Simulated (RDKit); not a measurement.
A run for RDKit: UFF on CH5BFN (SMILES CB(N)F), a point of a torsion scan.

```python
from rdkit import Chem
from rdkit.Chem import AllChem, rdDetermineBonds

blocks = [
'''9

C    -1.19239238   -0.03289714   -0.23547376
B     0.22061702   -0.08378649    0.47916442
N     1.43001653    0.18888010   -0.15680464
F     0.26759809   -0.23902114    1.81099814
H    -1.69932194   -0.99130279   -0.14268038
H    -1.12503055    0.20723862   -1.29220873
H    -1.83806859    0.70312659    0.23774065
H     2.30967074   -0.13934019    0.20447271
H     1.47306189    0.35285944   -1.14792531
''',
]
mol = None
for b in blocks:
    f = Chem.MolFromXYZBlock(b)
    rdDetermineBonds.DetermineBonds(f, charge=0)
    mol = f if mol is None else Chem.CombineMols(mol, f)
Chem.SanitizeMol(mol)
print(Chem.MolToSmiles(Chem.RemoveHs(mol)))
ff = AllChem.UFFGetMoleculeForceField(mol, vdwThresh=100.0, ignoreInterfragInteractions=False)
e = ff.CalcEnergy()
print(f'UFF energy {e:.6f} kcal/mol')
```

Output:

```
CB(N)F
UFF energy 21.961220 kcal/mol
```

The run finished.

Cost: around 0.010 core-seconds (rough).
